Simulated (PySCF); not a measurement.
All values below come from PBE0-D3(BJ)/def2-TZVP // PBE0-D3(BJ)/def2-SVP (PySCF 2.14.0). Isolated molecules, 0 K electronic values unless said otherwise. One relaxed conformer stands for a flexible species; it need not be the lowest. Excitations are Tamm–Dancoff values on a coarser integration grid. The basis has no diffuse functions, so Rydberg states are missing or too high.

Reference species (SMILES): `Bc1ccc(o1)S` (neutral, multiplicity 1).

* **S1 oscillator strength**: 0.609
* **S1–T1 gap (TDA)**: 1.78 eV

Changed species: `Bc1c(occ1)S`.

Give the shifts of the S1 oscillator strength and S1–T1 gap (TDA).

the S1 oscillator strength falls by 0.455, to 0.154; the S1–T1 gap (TDA) falls by 0.55 eV, to 1.23 eV.
